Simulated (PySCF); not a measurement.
Sn(Cl)(OH)(NH2)2 (ClH5N2OSn), SMILES [NH2][Sn]([NH2])([OH])[Cl]. Geometry: PBE-D3(BJ)/def2-SVP. The def2 effective core potentials stand for the cores of Sn; spin–orbit coupling is left out. One conformer was computed; it need not be the lowest.

Computed equilibrium geometry at PBE-D3(BJ)/def2-SVP (PySCF confirms it by a frequency run) as a Z-matrix (one conformer of several):
```
Sn
O 1 1.9986
H 2 0.9777 1 108.54
N 1 2.0533 2 103.62 3 148.23
H 4 1.0307 1 109.47 2 134.86
H 4 1.0316 5 106.18 1 116.16
N 1 2.0549 2 109.21 3 25.77
H 7 1.0303 1 109.06 2 -125.88
H 7 1.0307 8 106.75 1 117.38
Cl 1 2.3889 2 110.00 3 -90.38
```
Charge 0, spin multiplicity 1.
